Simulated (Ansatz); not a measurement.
Input for Ansatz (a program for electronic structure): U-r2SCAN/cc-pVTZ on C2H7B (SMILES BCC), a point of a bond scan (R = 3.225 Å).

Ansatz 0.2 input:
```yaml
crystal:
  periodic: [false, false, false]
  atoms:
    - {symbol: B, position_ang: [-0.74511678, 1.00969072, 0.73932318]}
    - {symbol: H, position_ang: [-1.58326444, 1.71211322, 3.77341818]}
    - {symbol: H, position_ang: [-1.14246163, 1.71786546, -0.13812402]}
    - {symbol: C, position_ang: [0.20447514, -0.18371935, 0.45381740]}
    - {symbol: C, position_ang: [0.38209057, -0.63740051, -0.99729133]}
    - {symbol: H, position_ang: [-0.03169379, -1.02979159, 1.11034182]}
    - {symbol: H, position_ang: [1.16986677, 0.17617641, 0.85720004]}
    - {symbol: H, position_ang: [0.67431348, 0.19819760, -1.63621306]}
    - {symbol: H, position_ang: [-0.55096305, -1.03917752, -1.39764403]}
    - {symbol: H, position_ang: [1.14266970, -1.41485196, -1.09439513]}
basis:
  gaussian:
    orbitals: cc-pVTZ
hamiltonian:
  xc: {name: r2SCAN}
magnetization: {spin_polarized: true, initial_magnetization: 0}
```

Output:

```
WARN ansatz: RAYON_NUM_THREADS=1 ignored (pool sized by the plan → 1); use --threads N
Functional definition: r2SCAN
integrals: 0.07 GiB planned
960 factors; their error is unknown
mean field: 0.87 GiB planned
mean field evaluation 1: about -2847.5259 eV, gradient 4.5e1 eV
mean field evaluation 2: about -2818.6554 eV, gradient 7.7e1 eV
mean field evaluation 4: about -2852.8584 eV, gradient 1.5e1 eV
mean field evaluation 8: about -2856.9022 eV, gradient 7.9e0 eV
mean field evaluation 16: about -2857.6478 eV, gradient 2.6e-5 eV
mean field evaluation 32: about -2858.5473 eV, gradient 2.6e-1 eV
mean field -2858.52689420 eV, -105.0489257829 hartree, gradient 2.6e-5 eV, S^2 0.858178; 3 other end points of the search recorded, 0 dependent functions left out
reference -2858.52691039 eV, -105.0489263777 hartree; 12, 12 occupied and 176, 176 virtual orbitals, 960 factors
Total energy: -2858.52691039 eV, -105.0489263777 hartree
```

The calculation finished and met its thresholds. Its determinant has ⟨S²⟩ = 0.86, a mixture of spin states.

Cost: very roughly 17 core-seconds.
